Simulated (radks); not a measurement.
The numbers below are computed, except where a source is named.
Problem. The mean radii <r> (bohr) of the occupied orbitals of an atom or ion are listed with their occupations. Code: a radial shooting solver on a logarithmic mesh with Libxc functionals. Model: Dirac Kohn-Sham, LDA (Slater exchange, Perdew-Wang correlation), spin-unpolarised, spherical densities, point nucleus.

| orbital | occ. | <r> |
|---|---|---|
| 1s1/2 | 2 | 0.02233 |
| 2s1/2 | 2 | 0.09465 |
| 2p1/2 | 2 | 0.07910 |
| 2p3/2 | 4 | 0.08583 |
| 3s1/2 | 2 | 0.2495 |
| 3p1/2 | 2 | 0.2390 |
| 3p3/2 | 4 | 0.2519 |
| 3d3/2 | 4 | 0.2237 |
| 3d5/2 | 6 | 0.2277 |
| 4s1/2 | 2 | 0.5657 |
| 4p1/2 | 2 | 0.5784 |
| 4p3/2 | 4 | 0.6079 |
| 4d3/2 | 4 | 0.6461 |
| 4d5/2 | 6 | 0.6565 |
| 5s1/2 | 2 | 1.349 |
| 5p1/2 | 2 | 1.498 |
| 5p3/2 | 4 | 1.582 |
| 4f5/2 | 6 | 0.8731 |

Name the element and its charge. Open shells, if any, fill j = l - 1/2 first.

Solution. Z = 63, europium, charge +3: Eu3+ in [Xe] 4f6. The 1s radius gives Z: for a bare nucleus <r> = (2 gamma + 1)/(2Z) with gamma = sqrt(1 - (Z/c)^2), 0.02203 bohr for Z = 63, and screening makes it slightly larger (0.02233 here). The occupations add up to 60, and the charge is Z minus that.
